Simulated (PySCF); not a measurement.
AsF₃, SMILES [As](F)(F)F. Coordinates come from a B3LYP-D3(BJ)/def2-SVP optimisation.

Computed equilibrium geometry at B3LYP-D3(BJ)/def2-SVP (PySCF confirms it by a frequency run) as bond lengths and angles, and its point group:
point group C3v.
Atoms: F1 As2 F3 F4. Bond lengths (Å): F1–As2 1.735, As2–F3 1.735, As2–F4 1.735. Bond angles (°): F1–As2–F3 96.2, F1–As2–F4 96.2, F3–As2–F4 96.2.
